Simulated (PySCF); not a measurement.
A side-by-side comparison of computed properties.

First species: (SiH3)2PPF2, F2H6P2Si2.
Cartesian coordinates in Å at the PBE0-D3(BJ)/def2-SVP level; atoms count from 1:
```xyz
12
F2H6P2Si2 angstrom
F     -0.3653    3.3100   -0.1905
P     -0.1608    1.8858   -0.9146
F      1.4249    2.0235   -1.2249
P      0.0148    0.6194    0.9235
Si     1.5848   -0.7893    0.0885
Si    -1.7554   -0.7163    0.4398
H      1.4369   -0.9870   -1.3853
H      1.3698   -2.0968    0.7783
H      2.9402   -0.2615    0.4032
H     -1.8271   -1.7508    1.5113
H     -1.6317   -1.3867   -0.8918
H     -2.9911    0.1210    0.4542
```

Second species: Dimethyldichlorosilane, C2H6Cl2Si.
Bonds: C1–Si2, Si2–C3, Si2–Cl4, Si2–Cl5. Hydrogens: H6, H7, H8 on C1; H9, H10, H11 on C3.

Levels: PBE0/def2-SVPD for dipole moment, HOMO energy, LUMO energy, HOMO–LUMO gap, static isotropic polarisability and electronic spatial extent ⟨r²⟩ about the centre of nuclear charge; TDDFT PBE0/def2-SVPD for lowest singlet excitation; TDA PBE0/def2-SVPD for lowest triplet excitation (Tamm–Dancoff); ΔSCF PBE0/def2-SVPD for vertical ionisation energy; PBE0-D3(BJ)/def2-SVP for rotational constant A and rotational constant C. Geometries: PBE0-D3(BJ)/def2-SVP. Each structure is a single optimised conformer of the isolated species, non-relativistic unless stated. Electronic properties by PySCF.

The conformers computed, where there is a choice (atom-mapped SMILES and torsion angles):
- `[F:1][P:2]([F:3])[P:4]([SiH3:5])[SiH3:6]`: F1–P2–P4–Si5 -143°

```
                                                         property    column X   column Y
                                                    dipole moment      2.09 D     2.60 D
                                                      HOMO energy    -7.31 eV   -8.72 eV
                                                      LUMO energy    -1.18 eV    0.22 eV
                                                    HOMO–LUMO gap     6.13 eV    8.94 eV
                                        lowest singlet excitation     4.75 eV    7.77 eV
                         lowest triplet excitation (Tamm–Dancoff)     4.01 eV    7.41 eV
                                  static isotropic polarisability    112.4 au    77.0 au
                                       vertical ionisation energy     9.07 eV   10.60 eV
electronic spatial extent ⟨r²⟩ about the centre of nuclear charge  1411 bohr²  889 bohr²
                                            rotational constant A   1.813 GHz  2.550 GHz
                                            rotational constant C   0.824 GHz  1.601 GHz
```

**Question.** Which column belongs to which species?

**Answer.** Column X is the first species and column Y the second. The first has 12 atoms and 82 electrons, the second 11 and 66.

**Question.** How does each property change from the first species to the second?

**Answer.** dipole moment +0.51 D; HOMO energy -1.41 eV; LUMO energy +1.40 eV; HOMO–LUMO gap +2.81 eV; lowest singlet excitation +3.02 eV; lowest triplet excitation (Tamm–Dancoff) +3.40 eV; static isotropic polarisability -35.4 au; vertical ionisation energy +1.53 eV; electronic spatial extent ⟨r²⟩ about the centre of nuclear charge -522 bohr²; rotational constant A +0.737 GHz; rotational constant C +0.777 GHz.

On the first: The polarisability is 16.65 Å³ as a volume (1 au = 0.148185 Å³), or 1.37 au for each of the 82 electrons. The vertical singlet–triplet gap S1 − T1 is 0.74 eV (TDDFT singlet less Tamm–Dancoff triplet; S1: HOMO→LUMO, weight 0.98; T1: HOMO→LUMO, weight 0.83).

On the second: The dipole matches unit charges of opposite sign 0.54 Å apart (1 e·Å = 4.8032 D). No computed singlet falls in the visible range (750 to 380 nm, 1.65 to 3.26 eV); S1 lies 4.51 eV above its blue end.
